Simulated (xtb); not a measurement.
H4Sn, charge +1, doublet, geometry from GFN2-xTB (such geometries of metal compounds can be far from the true shape) (a state made from the parent by changing its charge; the spin is typed, not shown lowest). Base run: GFN2-xTB (xtb).

Geometry (Å):
```xyz
5

Sn     0.0000     0.0000     0.0000
H     -0.8356     1.2709    -0.8347
H     -0.2093    -1.2103    -1.2253
H     -0.1861    -1.0623     1.3590
H      1.2309     1.0017     0.7010
```
Charge +1, spin multiplicity 2.
All else is at xtb's defaults.
Base energy -3.55181 Eh.

Variants of this job, named by their change:

| change | ΔE vs base (kcal/mol) | G_solv (kcal/mol) | SCF cycles |
|---|---|---|---|
| base | 0.000 | - | 9 |
| etemp = 1000 | -0.009 | - | 9 |
| etemp = 3000 | -1.88 | - | 9 |
| alpb = water | -67.4 | -68.61 | 9 |
| acc = 30 | 0.000 | - | 7 |
| alpb = methanol | -63.2 | -64.16 | 9 |
| acc = 1000 | 0.000 | - | 6 |
| alpb = hexane | -35.01 | -35.02 | 9 |
| file = coord | 0.000 | - | 9 |
| gbsa = water | -61.75 | -62.47 | 9 |

ALPB and GBSA are two models with their own fitted parameters for each solvent, which aren't always the measured dielectric constant.
